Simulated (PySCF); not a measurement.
A PySCF script (with the pyscf-properties extension) for the NMR shieldings of `CC(=O)P(C)C1CCC1`, C7H13OP, on a GFN2-xTB geometry:

```python
import basis_set_exchange as bse
import numpy as np
from pyscf import gto, dft
from pyscf.prop import nmr

atoms = """
C     2.379154   -1.522861    0.453603
C     2.070508   -0.073376    0.683516
O     2.514073    0.578280    1.592918
P     0.963137    0.690965   -0.616834
C     0.865111    2.384218    0.104192
C    -0.630061    0.024358    0.104363
C    -1.904310    0.661935   -0.482474
C    -2.494214   -0.741143   -0.675832
C    -1.112919   -1.349356   -0.395175
H     3.043252   -1.586832   -0.408170
H     1.468951   -2.067370    0.212789
H     2.869626   -1.958847    1.321131
H     1.773465    2.924840   -0.156162
H     0.009165    2.904682   -0.321712
H     0.779050    2.332107    1.188720
H    -0.596597    0.089966    1.195736
H    -2.452652    1.331020    0.177403
H    -1.718902    1.168443   -1.429307
H    -3.229092   -0.998289    0.084386
H    -2.913743   -0.947955   -1.657728
H    -0.606029   -1.664462   -1.306583
H    -1.087384   -2.160937    0.330370
"""
names = dict.fromkeys(["C", "O", "P", "H"], "pcSseg-1")
basis = {el: gto.basis.parse(bse.get_basis(n, elements=[el], fmt="nwchem")) for el, n in names.items()}
mol = gto.M(atom=atoms, basis=basis, charge=0, verbose=0)
mf = dft.RKS(mol, xc="PBE0")
mf.grids.level = 2
mf.grids.alignment = dft.numint.BLKSIZE   # the property module wants whole blocks of grid points
mf.conv_tol = 1e-9
mf.kernel()

calc = nmr.RKS(mf)   # GIAO
C = mf.mo_coeff
Co = C[:, mf.mo_occ > 0]
resp = mf.gen_response(singlet=True, hermi=2)
def vind(x):   # induced exchange potential for any number of trial vectors
    d = np.einsum("pi,xij,qj->xpq", C, 2 * x.reshape(-1, C.shape[1], Co.shape[1]), Co, optimize=True)
    return np.einsum("xpq,pi,qj->xij", resp(d - d.transpose(0, 2, 1)), C, Co, optimize=True).ravel()
mo1, _ = nmr.rhf.solve_mo1(calc, with_cphf=vind)
sigma = calc.kernel(mo1)
for i, s in enumerate(sigma):   # ppm
    print("%2d %-2s %9.2f" % (i, mol.atom_pure_symbol(i), np.trace(s) / 3))
```

Problem. Give the expected output.

Solution. 
```
 0 C     150.02
 1 C     -41.46
 2 O    -373.42
 3 P     331.95
 4 C     179.36
 5 C     151.24
 6 C     160.10
 7 C     166.70
 8 C     159.27
 9 H      29.29
10 H      29.29
11 H      29.62
12 H      30.92
13 H      31.05
14 H      30.39
15 H      29.38
16 H      29.55
17 H      29.82
18 H      29.43
19 H      29.56
20 H      29.37
21 H      29.41
```

These numbers come from an equivalent density-fitted implementation of the same equations, which agrees with the script to about 0.01 ppm for H and up to a few tenths of a ppm for heavy atoms, so last digits may differ.

Size and cost of the density-fitted run: 225 basis functions, 58 s wall time on 1 thread of an Arm Neoverse V1, shared host; peak memory 0.99 GiB.
